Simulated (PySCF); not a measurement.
Species: C7H9FGe.
SMILES: `C=C(C)[C]1=C(F)C=[CH][GeH2]1`

Method: PySCF, TDDFT CAM-B3LYP/def2-SVPD, vertical, gas phase, core orbitals frozen in the response. Isolated species at its PBE0-D3(BJ)/def2-SVP geometry (one conformer only). Relativistic effects, spin–orbit coupling among them, are left out although an element past zinc is present. Torsions of this conformer, `[CH2:1]=[C:2]([CH3:3])[C:4]1=[C:5]([F:6])[CH:7]=[CH:8][GeH2:9]1`: C1–C2–C4–C5 -179°.

```
state  E (eV)  E (hartree)       f  |μ| (D)  main configurations (H = HOMO, L = LUMO)
   S1    4.03       0.1482   0.208     3.69                                 H→L (95%)
   S2    5.66       0.2079  0.0001     0.07                               H-2→L (92%)
   S3    5.80       0.2130  0.0003     0.11                               H→L+2 (88%)
   S4    5.98       0.2198  0.0070     0.56                               H→L+1 (84%)
   S5    6.09       0.2238   0.024     1.02                  H-1→L (50%), H→L+3 (43%)
   S6    6.24       0.2292   0.227     3.10                  H→L+3 (45%), H-1→L (42%)
   S7    6.31       0.2320  0.0097     0.64                               H-4→L (87%)
   S8    6.52       0.2396  0.0044     0.42                               H→L+4 (83%)
   S9    6.73       0.2474   0.109     2.07                  H-3→L (79%), H→L+8 (14%)
  S10    6.90       0.2536  0.0002     0.08                               H→L+5 (82%)
```

Triplets (Tamm–Dancoff): T1 2.34 eV, H→L (90%); T2 3.90 eV, H-1→L (44%), H→L+3 (43%); T3 4.92 eV, H-3→L (48%), H-1→L+3 (16%), H→L+8 (13%); T4 5.29 eV, H-2→L (85%).

The lowest singlet comes at 307 nm (389 kJ/mol) in the ultraviolet; it is strong; its leading configuration is HOMO→LUMO (95%). The strongest level in the table is S6 at 6.24 eV (199 nm, f = 0.227). Löwdin shares by element: HOMO carbon 66% or more (atoms not listed hold the other 34%); LUMO carbon 61% or more (atoms not listed hold the other 39%). The listed states span 2.87 eV, and the widest gap between neighbours is 1.62 eV (S1 to S2). Weighted by f, the mean energy of these states is 5.55 eV. The oscillator strengths of these states sum to 0.590; summed over the whole spectrum of an exact calculation they would give the number of electrons, 92 (Thomas–Reiche–Kuhn). No computed singlet lies in the visible range (380 to 750 nm); the lowest, at 307 nm, stands 0.77 eV above its violet end (3.26 eV); a Tamm–Dancoff triplet lies at 529 nm, without intensity as long as spin–orbit coupling is left out. All these states lie below the vertical ionisation energy of 7.99 eV (ΔSCF). Only the lowest 10 singlets were computed, as vertical energies without vibronic structure.

Hardware: Intel Xeon at 2.50 GHz, one thread, shared host. Cost: 11 min of wall time, 1.5 GiB resident at most.
